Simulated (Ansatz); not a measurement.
The same hydrolysis along the group F, Cl, Br.

Program: Ansatz. Geometries: PBE0-D4/def2-TZVP. ΔE: electronic, gas phase. CCSD(T)/CBS adds triple-zeta CCSD(T) − MP2 to the extrapolated MP2 energy (def2 sets, frozen cores). This one scheme is used for every species. For Br outer-core shells are correlated without core-valence functions, which leaves a few kJ/mol of doubt a bond. Scalar relativity is left out up to krypton. Each species was taken in one conformer, which may not be the lowest.

```json
{"reaction": "`C[SiH2][SiH2]F` + H₂O → `C[SiH2][SiH2]O` + H–F", "HF/CBS(def2) (kcal/mol)": "12.8"}
{"reaction": "`C[SiH2][SiH2]Cl` + H₂O → `C[SiH2][SiH2]O` + HCl", "HF/CBS(def2) (kcal/mol)": "2.6"}
{"reaction": "`C[SiH2][SiH2]Br` + H₂O → `C[SiH2][SiH2]O` + HBr", "HF/CBS(def2) (kcal/mol)": "2.2"}
```

Question: Give the CCSD(T)/CBS values in the same order. (Best estimate.)

Answer: Ansatz gave: 10.6, 4.8, 5.5 kcal/mol.

Largest T1 diagnostic: 0.012, for `C[SiH2][SiH2]O`.
